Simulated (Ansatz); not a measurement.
`C[CH](C)[AlH][OH]` and `C[CH](C)[Mg][NH2]` differ in one atom or group.

Ansatz, PBE0-D4/def2-TZVP geometries, multiplicity 1. Each molecule was computed in one conformer, which needn't be the lowest.

| property | `C[CH](C)[AlH][OH]` |
| --- | --- |
| HOMO–LUMO gap (B3LYP/def2-TZVPP) / eV | 6.21 |
| LUMO energy (ωB97M-V/def2-TZVPP) / eV | 0.97 |
| HOMO energy (ωB97M-V/def2-TZVPP) / eV | -9.39 |
| size of the dipole moment (ωB97M-V/def2-TZVPP) / D | 0.63 |
| HOMO energy (B3LYP/def2-TZVPP) / eV | -7.01 |
| HOMO energy (PBE0/def2-TZVPP) / eV | -7.18 |

What does the change do to each property? (Estimate.)

Computed: 
```
                                          property  `C[CH](C)[Mg][NH2]`  shift
             HOMO–LUMO gap (B3LYP/def2-TZVPP) / eV                 4.98  -1.23
             LUMO energy (ωB97M-V/def2-TZVPP) / eV                 0.45  -0.52
             HOMO energy (ωB97M-V/def2-TZVPP) / eV                -8.35   1.04
size of the dipole moment (ωB97M-V/def2-TZVPP) / D                 0.43  -0.20
               HOMO energy (B3LYP/def2-TZVPP) / eV                -5.92   1.09
                HOMO energy (PBE0/def2-TZVPP) / eV                -6.14   1.04
```

With PBE0 the HOMO rises by 1.04 eV and the LUMO falls by 0.12 eV, so the gap narrows by about 1.16 eV. PBE moves the HOMO by 1.18 eV and ωB97M-V by 1.04 eV. Dipoles are sizes alone; their direction can turn.

B3LYP here is the variant with VWN-RPA as its local correlation; programs differ in this.
